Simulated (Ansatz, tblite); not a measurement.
Adding an electron: the cluster SiAu3⁺. Charge 1, multiplicity 1. Geometry: PBE-D4/def2-SVP. Ansatz, gas phase; energy differences of separate SCF runs; the reduced species was run as a doublet alone.

| atom | x (Å) | y (Å) | z (Å) |
| --- | --- | --- | --- |
| Au1 | -2.051 | 0.508 | -0.672 |
| Au2 | 2.155 | -0.258 | 0.450 |
| Au3 | -0.422 | -1.022 | 0.883 |
| Si4 | 0.317 | 0.773 | -0.661 |

In the def2 sets Au takes a core potential; there is no spin–orbit coupling. The xTB rows come from tblite. HOMO above LUMO, or a gap near zero within one spin, warns that the state may not be the lowest or that an electron is smeared out. The structure comes from a short search, and lower isomers may exist.

| level | −HOMO (eV) | −LUMO (eV) | vertical EA (eV) | HOMO–LUMO gap (eV) | remarks |
| --- | --- | --- | --- | --- | --- |
| GFN2-xTB | 14.46 | 12.16 | 9.00 | 2.30 | – |
| PBE-D4/def2-TZVP | 10.98 | 8.91 | 6.62 | 2.06 | gap within one spin near zero (doublet) |
| PBE0-D4/def2-TZVP | 11.60 | 8.03 | 6.50 | 3.56 | – |

(1) Estimate the rows for GFN1-xTB, r2SCAN-D4/def2-TZVP.

Results:

(1) 
```csv
level,−HOMO (eV),−LUMO (eV),vertical EA (eV),HOMO–LUMO gap (eV)
GFN1-xTB,15.74,14.40,11.65,1.33
r2SCAN-D4/def2-TZVP,11.01,8.76,6.60,2.25
```

  Raw xTB energy differences between charge states are shifted by several eV; the methods need an empirical correction for them.
